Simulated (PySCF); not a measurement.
**Unknown compound**

Molecular formula: C2H11N3Si3. Simulated spectra:

1H NMR (300 MHz, computed): δ 5.20 (s, 1H), 4.85 (s, 6H), 2.88 (s, 3H), 0.06 (br s, 1H).

13C{1H} NMR (computed): δ 125.6 (C), 29.0 (CH3).

Non-relativistic, fast rotation and ring inversion assumed for equivalent nuclei, gas phase, one conformer. Structure optimised with GFN2-xTB; shieldings: GIAO PBE0/pcSseg-1; PySCF 2.14.

Scale: 1H (σref 31.72) and 13C (σref 186.93) against TMS (reference shieldings calculated alike).

Question: Propose a structure and justify it.

Answer: 
1. Rings plus π bonds: 2 (no ring in the answer).
2. 2 carbon signals for 2 carbons: no two carbons are equivalent.
3. Carbon types of the structure: 1 × C, 1 × CH3, leaving 8 H on heteroatoms.
4. δC 125.6: nitrile carbon; C≡N carbons fall here, among the sp2 signals but without a proton.
5. δC 29.0: methyl carbon bonded to N; deshielded by the electronegative neighbour.
6. δH 5.20: hydrogen on a silicon bonded to C, 2 N.
7. δH 4.85: hydrogen on a silicon bonded to N.
8. δH 2.88: hydrogen on a methyl carbon bonded to N; its carbon carries N, hence the downfield position.
9. δH 0.06: hydrogen on a nitrogen bonded to C, Si; exchangeable, gas-phase position.

The compound is SMILES CN[Si@@H](C#N)N([SiH3])[SiH3].

The shifts were computed for this structure.

OH and NH positions are those of a molecule without intermolecular hydrogen bonds; in solution they move with solvent, concentration and temperature, and exchange usually removes their couplings. Shifts are as computed. Against solution values, carbons near 30 ppm lie about +3 ppm off and those near 130 ppm about +5 ppm. Of 1211 compounds with measured shifts, 218 miss one by over three times the rms of a fit or turn the order of signals round; such compounds aren't used in these exercises. Multiplicities follow the n + 1 count of equivalent neighbours, as no J values were calculated; m marks all less simple cases, F and P coupling included.
